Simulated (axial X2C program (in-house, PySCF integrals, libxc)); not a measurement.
## Worked dissociation energy of SbTe⁺: HF, without spin–orbit coupling

Calculated with an in-house all-electron X2C program for linear molecules (integrals from PySCF). Spin-free means the one-electron spin-free X2C Hamiltonian. Basis: Te dyall-cv3z [11s12p8d4f1g], Sb dyall-cv3z [11s12p8d4f1g] (cores contracted in-house); Gaussian nuclei, density fitting, unrestricted open shells. Masses: Te 129.906 u, Sb 120.904 u.

Molecular state: M_S = 0, Λ = 0 (closed shell).

* E(Te+) (2M_S = 3, M_L = 0): -6790.663864 hartree
* E(Sb) (2M_S = 3, M_L = 0): -6478.041335 hartree
* E(SbTe⁺) at Re: -13268.736751 hartree
* ωe: 338.1 cm⁻¹
* ωexe: 0.385 cm⁻¹

Q: Work out De and D0.

A: De = -6790.663864 + (-6478.041335) − (-13268.736751) = 0.03155 hartree = 0.859 eV. The zero-point energy is ωe/2 − ωexe/4 = 169 cm⁻¹ = 0.021 eV, so D0 = 0.838 eV.

The state is one determinant whose occupation by symmetry is held fixed; it was picked as the lowest of a PBE0 search that is not exhaustive. The closed shell is kept restricted, so the energy runs too high when the bond is stretched far. De is counted from the lowest determinant-based energies of the atoms at the same level, without counterpoise correction.

Hartree–Fock lacks correlation and underbinds, often by eV.

Each atomic determinant is the lowest at this level and need not be a pure term. Totals compare only within one Hamiltonian and basis.
